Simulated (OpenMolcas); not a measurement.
A calculation on Br+.

| Property | Result |
| --- | --- |
| Program | OpenMolcas |
| Method | CASSCF |
| Basis | ANO-RCC-VTZP [6s5p3d1f] |
| Scalar Hamiltonian | DKH2, point nucleus |
| Active space | 6 electrons in 8 orbitals (4s 4p 5s 5p) |
| State averaging | 2S+1 = 3 even, 3 roots; 2S+1 = 1 even, 6 roots; 2S+1 = 3 odd, 1 root; 2S+1 = 1 odd, 5 roots |
| Spin-orbit coupling | state interaction with AMFI integrals over the reference wave functions, term energies averaged over their components |

(1) Which level of the active space comes out lowest?

(2) How high does 4s2 4p4 3P1 lie?

(3) How high does 4s2 4p4 1D2 lie?

(4) How high does 4s2 4p4 1S0 lie?

Measured values: NIST Handbook of Basic Atomic Spectroscopic Data.

## Answers

(1) 4s2 4p4 3P2, with 98 % of that term; it is also the measured ground level.

(2) 2766 cm-1 above the lowest level; measured 3136 cm-1 above the ground level, so the calculation is off by -12 %.

(3) 14247 cm-1 above the lowest level; measured 12089 cm-1 above the ground level, so the calculation is off by +18 %.

(4) 26051 cm-1 above the lowest level; measured 27867 cm-1 above the ground level, so the calculation is off by -7 %.

Without dynamic correlation excited terms often stand tens of per cent too high (terms of higher spin than the ground term too low), and those without a measured partner can miss by more than the paired ones. The run also gave levels led by 4s2 4p3 5s, which use shells meant for correlation; these and all levels above them are left out. Computed and measured levels are paired by configuration, term and J; levels that our copy of the source lacks, or whose pairing is in doubt (as where it misses far off the trend of its configuration), stay unpaired and out of the deviations. Levels of configurations outside the active space are missing.
